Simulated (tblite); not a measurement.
C₆H₁₀FNSi₂.
Atom-mapped SMILES: `[CH3:1][CH2:2][Si@@H:3]1[CH2:4][Si@H:5]([C:6]#[N:7])[CH:8]=[C:9]1[F:10]` (hydrogens: H11, H12, H13 on C1; H14, H15 on C2; H16 on Si3; H17, H18 on C4; H19 on Si5; H20 on C8)

Cartesian coordinates in Å at the GFN2-xTB level; atoms count from 1:
```
atom  x, y, z in Å
C1    -1.852   -1.125   -0.081
C2    -1.981    0.257   -0.718
Si3   -0.411    1.317   -0.523
C4     1.151    0.474   -1.236
Si5    2.130   -0.206    0.253
C6     1.872   -2.059    0.328
N7     1.710   -3.193    0.349
C8     1.216    0.618    1.668
C9     0.133    1.297    1.302
F10   -0.614    1.954    2.224
H11   -1.674   -1.040    0.989
H12   -1.027   -1.685   -0.515
H13   -2.765   -1.700   -0.226
H14   -2.217    0.145   -1.777
H15   -2.827    0.778   -0.267
H16   -0.611    2.692   -0.996
H17    0.903   -0.304   -1.954
H18    1.754    1.200   -1.776
H19    3.579    0.020    0.253
H20    1.525    0.570    2.702
```

Calculated harmonic vibrations of the isolated species, GFN2-xTB (tblite), most abundant isotopes, no scaling. This tight-binding method is rough: wavenumbers can miss measured ones by several per cent, in bad cases by 10 to 20. Modes of hydrogen on silicon can be 10 to 20 % off. One conformer, not necessarily the lowest.

Harmonic wavenumbers (cm⁻¹): 37.4, 47.1, 66.9, 96.4, 108.8, 161.6, 206.9, 233.8, 270.0, 299.7, 308.9, 329.4, 346.6, 406.3, 422.9, 551.8, 562.9, 581.0, 602.1, 611.3, 639.2, 677.6, 691.3, 746.2, 757.7, 777.4, 832.2, 835.0, 975.8, 986.9, 1019.4, 1070.8, 1079.5, 1113.5, 1219.6, 1234.5, 1284.3, 1422.4, 1460.8, 1477.9, 1504.6, 1510.3, 1608.8, 2226.4, 2236.9, 2351.9, 2972.0, 2985.7, 3006.6, 3017.2, 3022.0, 3030.7, 3038.7, 3068.1.

A = 1200, B = 768.6, C = 649.8 MHz; mass 171.034 u (most abundant isotopes); point group C1, symmetry number 1.

Question: Zero-point energy?

Answer: Half the sum of the wavenumbers: 31067 cm⁻¹ = 88.83 kcal/mol.

Question: Give the ideal-gas entropy at 500 K and 1 bar in the rigid-rotor, harmonic-oscillator model (classical rotation).

Answer: Translation 43.91, rotation 32.20, vibration 67.52: S = 143.6 cal/(mol K).

Question: And Cp and H(500 K) − H(0)?

Answer: Cp = 67.19 cal/(mol K), of which vibrations give 59.24 (their classical limit is 54 R = 107.3); H(500 K) − H(0) = 20.61 kcal/mol without the zero-point energy, 16.63 from vibrations.

Question: Blend soft modes into free rotors: weight 1/[1 + (100 cm⁻¹/ν̃)⁴] for the oscillator and the rest for a rotor with moment μB/(μ + B), μ = h/(8π²ν), B = 10⁻⁴⁴ kg m². What vibrational entropy results?

Answer: 61.34 cal/(mol K) in place of 67.52, which changes −T·S at 500 K by +3.09 kcal/mol.

Question: Which modes carry the vibrational entropy at 500 K?

Answer: 37.4 cm⁻¹: 6.42; 47.1 cm⁻¹: 5.96; 66.9 cm⁻¹: 5.26; 96.4 cm⁻¹: 4.54; 108.8 cm⁻¹: 4.30; 161.6 cm⁻¹: 3.53 cal/(mol K); the other 48 give 37.51 together.

Hindered rotation and anharmonicity are outside this model. Other conformers, if any are populated, would add a mixing term that is left out. The structure is chiral; the term R ln 2 for an equal mix with its mirror image is left out.

Hardware: an Arm Neoverse N1 with one thread, shared host. Cost: 2.0 s wall. This covers the Hessian and the dipole derivatives.
